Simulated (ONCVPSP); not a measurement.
# What one change does to a pseudopotential (Gd (Z = 64), ONCV)

* Element: gadolinium (Gd)
* Generator: ONCVPSP 4.0.1
* Type: optimised norm-conserving Vanderbilt (ONCV)
* Functional: PBE
* Relativity: fully relativistic
* Frozen core: [Kr] 4d10
* Valence charge: 18
* Reference configuration: 4f7 5s2 5p6 5d1 6s2
* Partial waves: 5s+6s: rc 2.15 bohr, ncon 4, nbas 9, qcut 4.6 1/bohr, 2 projectors; 5p: rc 2.50 bohr, ncon 3, nbas 8, qcut 5.9 1/bohr, 3 projectors, debl 1.8 Ha; 5d: rc 3.70 bohr, ncon 3, nbas 7, qcut 3.3 1/bohr, 2 projectors, debl 1.9 Ha; 4f: rc 0.75 bohr, ncon 3, nbas 6, qcut 16.2 1/bohr, 2 projectors, debl 2.9 Ha
* Local potential: polynomial inside 0.55 bohr (lpopt 4, dvloc0 -1 Ha)
* Core correction: Teter function, fcfact 5.75, rcfact 1.8

Open shells are filled in proportion to 2j + 1.

Change: s: qcut 5.6; p: qcut 7.2; d: qcut 4; f: qcut 19.8.

Cutoffs: the cutoffs (Ha) at which the residual kinetic energy of the hardest occupied pseudo-wave falls to 1 and 0.1 mHa per electron; they do not see the model core or the augmentation charge, which bear on the density cutoff. Errors are all-electron minus pseudo energies relative to the spin-unpolarised reference configuration.

**Question.** What does the change do?

**Answer.** Both files keep a bound ghost (d, p, s); of the 3 tests that both files solve, the error grows in 0 and shrinks in 3 by more than 15 % and 0.3 meV (median size 37.3 → 23.9 meV).

```csv
quantity,base,changed
"cutoffs, loose and tight",not determined,"175 Ha, 197 Ha"
bound ghosts,"s, p3/2, d5/2, p1/2, d3/2","s, p3/2, d5/2, p1/2, d3/2"
GHOST(+) flags under 300 eV,s at 59.1 eV,s at 81.9 eV
"tests counted as reliable (solved cleanly; for ONCVPSP, near-neutral configurations with less than one 5d electron left out)",3 of 4,3 of 4
"error for 4f7 5s2 5p6 5d1 6s1, meV [ΔE 6.65 eV]",-3.9,-2.4
"error for 4f7 5s2 5p6 5d1 6s0, meV [ΔE 18.75 eV]",-37,-24
"error for 4f7 5s2 5p5 5d1 6s2, meV [ΔE 32.49 eV]",-163,-115
s: phases at 2.18 bohr within 0.05 rad from the reference energy up to (Ha; the scan ends near 5),1.7,2.6
p3/2: phases at 2.55 bohr within 0.05 rad from the reference energy up to (Ha; the scan ends near 5),to the end of the scan,to the end of the scan
p1/2: phases at 2.55 bohr within 0.05 rad from the reference energy up to (Ha; the scan ends near 5),to the end of the scan,to the end of the scan
d5/2: phases at 3.75 bohr within 0.05 rad from the reference energy up to (Ha; the scan ends near 5),0.3,0.4
d3/2: phases at 3.75 bohr within 0.05 rad from the reference energy up to (Ha; the scan ends near 5),0.3,0.4
f7/2: phases at 0.76 bohr within 0.05 rad from the reference energy up to (Ha; the scan ends near 5),to the end of the scan,to the end of the scan
f5/2: phases at 0.76 bohr within 0.05 rad from the reference energy up to (Ha; the scan ends near 5),to the end of the scan,to the end of the scan
"rms error of d²Exc/dni dnj with the model core, mHa",2.97,2.75
```

 A true bound ghost makes a file unfit for plane-wave use even where its test errors are small: the radial tests pick states by their node count and pass the ghost by.
